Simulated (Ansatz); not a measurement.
One change: `F/C=[CH]/[AlH2]` becomes `C=[CH][AlH2]`.

Ansatz, PBE0-D4/def2-TZVP geometries, multiplicity 1. 

| property | `F/C=[CH]/[AlH2]` |
| --- | --- |
| size of the dipole moment (PBE/def2-TZVPP) / D | 0.28 |
| size of the dipole moment (ωB97M-V/def2-TZVPP) / D | 0.54 |
| HOMO energy (B3LYP/def2-TZVPP) / eV | -7.77 |
| HOMO energy (PBE0/def2-TZVPP) / eV | -8.01 |
| HOMO–LUMO gap (ωB97M-V/def2-TZVPP) / eV | 10.26 |
| HOMO–LUMO gap (PBE/def2-TZVPP) / eV | 4.39 |

Give the same properties after the change, and the shifts. (Estimate.)

Computed: 
```json
{"property": "size of the dipole moment (PBE/def2-TZVPP) / D", "`C=[CH][AlH2]`": "0.92", "shift": "0.64"}
{"property": "size of the dipole moment (ωB97M-V/def2-TZVPP) / D", "`C=[CH][AlH2]`": "0.84", "shift": "0.30"}
{"property": "HOMO energy (B3LYP/def2-TZVPP) / eV", "`C=[CH][AlH2]`": "-7.90", "shift": "-0.13"}
{"property": "HOMO energy (PBE0/def2-TZVPP) / eV", "`C=[CH][AlH2]`": "-8.09", "shift": "-0.08"}
{"property": "HOMO–LUMO gap (ωB97M-V/def2-TZVPP) / eV", "`C=[CH][AlH2]`": "10.38", "shift": "0.12"}
{"property": "HOMO–LUMO gap (PBE/def2-TZVPP) / eV", "`C=[CH][AlH2]`": "4.30", "shift": "-0.09"}
```

Dipoles are sizes alone; their direction can turn.

B3LYP here is the variant with VWN-RPA as its local correlation; programs differ in this.
